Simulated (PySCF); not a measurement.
C₆H₁₀O₂, SMILES CC(=O)CCC(C)=O, GFN2-xTB optimised geometry.

```
18

C      0.97    -2.84     2.50
C      0.98    -1.42     2.01
O      0.72    -0.47     2.71
C      1.32    -1.26     0.54
C      0.79     0.06     0.00
C     -0.73     0.06     0.00
C     -1.35     1.43     0.00
O     -1.38    -0.95     0.01
H      0.05    -3.31     2.14
H      1.81    -3.39     2.10
H      0.98    -2.87     3.58
H      2.41    -1.31     0.44
H      0.89    -2.10    -0.02
H      1.15     0.89     0.61
H      1.12     0.22    -1.03
H     -0.83     2.10    -0.69
H     -1.26     1.84     1.01
H     -2.41     1.37    -0.26
```

Density from B3LYP/def2-SVP (PySCF) at that geometry.

Minimum of the electron density along straight lines between bonded atoms, close to the bond critical point (lines longer than 1.1 times the sum of covalent radii, or with two minima, are not listed):

```json
[
 {"bond": "C1–C2", "length / Å": "1.504", "ρ at the minimum / e bohr⁻³": "0.261", "∇²ρ there / e bohr⁻⁵": "-0.63", "position (fraction from the first atom)": "0.49"},
 {"bond": "C2–O3", "length / Å": "1.205", "ρ at the minimum / e bohr⁻³": "0.413", "∇²ρ there / e bohr⁻⁵": "0.48", "position (fraction from the first atom)": "0.33"},
 {"bond": "C2–C4", "length / Å": "1.518", "ρ at the minimum / e bohr⁻³": "0.256", "∇²ρ there / e bohr⁻⁵": "-0.61", "position (fraction from the first atom)": "0.51"},
 {"bond": "C4–C5", "length / Å": "1.525", "ρ at the minimum / e bohr⁻³": "0.244", "∇²ρ there / e bohr⁻⁵": "(withheld)", "position (fraction from the first atom)": "0.50"},
 {"bond": "C5–C6", "length / Å": "1.518", "ρ at the minimum / e bohr⁻³": "0.256", "∇²ρ there / e bohr⁻⁵": "-0.61", "position (fraction from the first atom)": "0.49"},
 {"bond": "C6–C7", "length / Å": "1.504", "ρ at the minimum / e bohr⁻³": "0.261", "∇²ρ there / e bohr⁻⁵": "-0.63", "position (fraction from the first atom)": "0.51"},
 {"bond": "C6–O8", "length / Å": "1.205", "ρ at the minimum / e bohr⁻³": "0.413", "∇²ρ there / e bohr⁻⁵": "0.48", "position (fraction from the first atom)": "0.33"},
 {"bond": "C1–H9", "length / Å": "1.089", "ρ at the minimum / e bohr⁻³": "0.274", "∇²ρ there / e bohr⁻⁵": "-1.00", "position (fraction from the first atom)": "0.63"},
 {"bond": "C1–H10", "length / Å": "1.087", "ρ at the minimum / e bohr⁻³": "0.276", "∇²ρ there / e bohr⁻⁵": "-1.01", "position (fraction from the first atom)": "0.63"},
 {"bond": "C1–H11", "length / Å": "1.087", "ρ at the minimum / e bohr⁻³": "0.278", "∇²ρ there / e bohr⁻⁵": "-1.04", "position (fraction from the first atom)": "0.63"},
 {"bond": "C4–H12", "length / Å": "1.093", "ρ at the minimum / e bohr⁻³": "0.273", "∇²ρ there / e bohr⁻⁵": "-0.98", "position (fraction from the first atom)": "0.62"},
 {"bond": "C4–H13", "length / Å": "1.090", "ρ at the minimum / e bohr⁻³": "0.278", "∇²ρ there / e bohr⁻⁵": "-1.03", "position (fraction from the first atom)": "0.63"},
 {"bond": "C5–H14", "length / Å": "1.090", "ρ at the minimum / e bohr⁻³": "0.278", "∇²ρ there / e bohr⁻⁵": "-1.03", "position (fraction from the first atom)": "0.63"},
 {"bond": "C5–H15", "length / Å": "1.093", "ρ at the minimum / e bohr⁻³": "0.273", "∇²ρ there / e bohr⁻⁵": "-0.98", "position (fraction from the first atom)": "0.62"},
 {"bond": "C7–H16", "length / Å": "1.087", "ρ at the minimum / e bohr⁻³": "0.276", "∇²ρ there / e bohr⁻⁵": "-1.01", "position (fraction from the first atom)": "0.63"},
 {"bond": "C7–H17", "length / Å": "1.089", "ρ at the minimum / e bohr⁻³": "0.274", "∇²ρ there / e bohr⁻⁵": "-1.00", "position (fraction from the first atom)": "0.63"},
 {"bond": "C7–H18", "length / Å": "1.087", "ρ at the minimum / e bohr⁻³": "0.278", "∇²ρ there / e bohr⁻⁵": "-1.04", "position (fraction from the first atom)": "0.63"}
]
```

Q: What belongs in the gaps?

A: 
- C4–C5, ∇²ρ there / e bohr⁻⁵: -0.56
